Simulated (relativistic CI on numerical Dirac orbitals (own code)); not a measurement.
Electric-dipole lines of Sn42+

Calculated at this level of theory: Dirac-Coulomb-Breit CI, separate exchange-only KLI orbitals for each configuration, model QED (radiative potential, 1s self-energy scaled to tabulated hydrogen-like ionisation energies), unscaled Slater integrals (own radial code, finite nucleus).

CI space (outside the closed core 1s2): 2s2.2p4, 2s.2p5, 2p6, 2p5.3s, 2p5.3p, 2p5.3d, 2s2.2p3.3s, 2s2.2p3.3p, 2s2.2p3.3d, 2s.2p4.3s, 2s.2p4.3p, 2s.2p4.3d, 2s2.2p3.4s, 2s2.2p3.4p, 2s2.2p3.4d, 2s2.2p3.4f. Levels of other configurations are missing.

```tsv
λ vac (Å)	Lower	Upper	A (s⁻¹)	log gf	S velocity/length
2.9118	2s2.2p4 3P_1 [3]	2s2.2p3.3d 3D°_2 [127]	1.28e+14	-0.09	0.99
2.9173	2s2.2p4 3P_1 [3]	2s2.2p3.3d 3P°_1 [122]	2.16e+14	-0.08	0.98
2.9208	2s2.2p4 3P_2 [1]	2s2.2p3.3d 3P°_1 [63]	2.02e+14	-0.11	0.98
2.9226	2s2.2p4 1S_0 [2]	2s2.2p3.3d 3D°_1 [78]	2.53e+14	-0.01	0.99
2.9254	2s2.2p4 1D_2 [4]	2s2.2p3.3d 1F°_3 [123]	3.15e+14	0.45	0.99
2.9272	2s2.2p4 3P_2 [1]	2s2.2p3.3d 3D°_3 [60]	3.31e+14	0.47	0.99
2.9279	2s2.2p4 3P_2 [1]	2s2.2p3.3d 3P°_2 [58]	2.47e+14	0.20	0.98
2.9366	2s.2p5 3P°_2 [5]	2s.2p4.3d 3D_3 [172]	2.27e+14	0.31	0.99
2.9375	2s.2p5 3P°_2 [5]	2s.2p4.3d 3P_2 [170]	3.04e+14	0.29	0.97
2.9392	2s.2p5 1P°_1 [7]	2s.2p4.3d 3D_2 [183]	1.86e+14	0.08	0.98
2.9405	2s.2p5 3P°_2 [5]	2s.2p4.3d 3S_1 [169]	3.10e+14	0.08	0.97
2.9422	2s2.2p4 3P_2 [1]	2s2.2p3.3d 3G°_3 [54]	7.04e+13	-0.19	0.99
2.9599	2s.2p5 3P°_2 [5]	2s.2p4.3d 5F_3 [162]	1.22e+14	0.05	0.99
3.0655	2s2.2p4 3P_1 [3]	2s2.2p3.3d 3P°_2 [79]	1.85e+14	0.12	0.99
3.0775	2s2.2p4 1D_2 [4]	2s2.2p3.3d 3F°_3 [80]	2.66e+14	0.42	0.99
3.0790	2s2.2p4 3P_0 [6]	2s2.2p3.3d 3D°_1 [140]	5.92e+14	0.40	0.98
3.0808	2s.2p5 3P°_2 [5]	2s.2p4.3d 3D_3 [128]	2.32e+14	0.36	0.99
3.0827	2s2.2p4 3P_2 [1]	2s2.2p3.3d 3D°_3 [29]	2.65e+14	0.42	1.00
3.0854	2s2.2p4 1D_2 [4]	2s2.2p3.3d 1D°_2 [76]	1.37e+14	-0.01	0.97
3.0861	2s2.2p4 3P_1 [3]	2s2.2p3.3d 3F°_2 [66]	1.45e+14	0.01	0.98
3.0890	2s.2p5 3P°_1 [9]	2s.2p4.3d 1D_2 [193]	4.34e+14	0.49	0.99
3.0897	2s2.2p4 1D_2 [4]	2s2.2p3.3d 1F°_3 [73]	1.90e+14	0.28	0.99
3.0900	2s2.2p4 3P_1 [3]	2s2.2p3.3d 3D°_2 [64]	1.53e+14	0.04	0.99
3.0925	2s2.2p4 3P_2 [1]	2s2.2p3.3s 3D°_3 [27]	1.41e+14	0.15	0.98
3.0937	2s2.2p4 3P_2 [1]	2s2.2p3.3d 3D°_2 [26]	1.68e+14	0.08	0.98
3.1062	2s.2p5 1P°_1 [7]	2s.2p4.3d 1D_2 [136]	3.50e+14	0.40	0.98
3.1072	2s2.2p4 1S_0 [2]	2s2.2p3.3d 3D°_1 [30]	2.61e+14	0.05	0.98
3.1149	2s.2p5 3P°_0 [8]	2s.2p4.3d 3P_1 [173]	2.81e+14	0.09	0.98
3.1162	2s.2p5 3P°_2 [5]	2s.2p4.3d 3D_2 [111]	1.94e+14	0.15	0.98
3.1203	2s.2p5 3P°_2 [5]	2s.2p4.3d 3D_3 [110]	2.17e+14	0.35	0.99
```

Terms are leading LS components. Brackets give the number of a level in order of energy, since labels repeat. The list gives strong lines, with weight on those to low levels, among the lowest 200 of 342 levels, so that lines to higher ones, which can be the strongest, are missing. Levels whose partners in the same complex of configurations lie outside the list can be far off, and so can their lines. Rates are taken at the computed energies, electric ones in the length gauge. A velocity-to-length ratio far from 1 marks an uncertain rate.

At this charge energies of transitions that change n are usually good to better than 1 %, and those within a shell (Δn = 0) to a few per cent.

LS names give the leading component of a level, which can be under half, so a name can repeat, a term be missing and a line seem to break the LS rules.
